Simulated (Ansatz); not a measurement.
A made-up structure of MgGeH$_{3}$O (charge -1), closed shell:

O1  (0.371, -3.381, 1.187)
Mg2  (0.189, -1.725, 0.605)
Ge3  (-0.085, 0.772, -0.271)
H4  (-0.436, -1.893, 2.199)
H5  (1.081, 1.360, -1.135)
H6  (-0.243, 1.896, 0.807)
(Å)

It is relaxed with PBE-D4/def2-SVPD and then PBE0-D4/def2-TZVPD (Ansatz 0.2.0). Atoms count as bonded within 1.22 times the sum of their covalent radii (H–H: 0.88 Å). The end point is not checked to be a true minimum.

Q: Does its bonding change? (Judge from chemistry; the calculation decides.)

A: The calculation gives: Yes. Formed: O1–H4; broken: Mg2–H4.

Where it ends: The first stage lowers the energy by 3.93 eV in 16 steps. It ends as MgGeH₃O ([OH][Mg][GeH2]), total charge -1:
```tsv
atom	x (Å)	y (Å)	z (Å)
O1	-0.1050	-2.7134	1.4853
Mg2	-0.1504	-1.1314	0.5059
Ge3	-0.2123	1.0806	-0.8606
H4	0.3616	-2.9328	2.2891
H5	1.3915	1.0016	-0.6415
H6	-0.4087	1.7248	0.6137
```

Labels in which every atom is bracketed show which atoms are joined, not bond orders.

For scale, one of the runs: PBE0-D4/def2-TZVPD relaxation, 156 basis functions, launched by `ansatz run in.yaml --threads 2 --pin off --events-out ev --progress --plain --max-ram 4352MiB`. Hardware: 2 CPU threads of an Arm Neoverse V2, shared host. Wall time about 45 s.
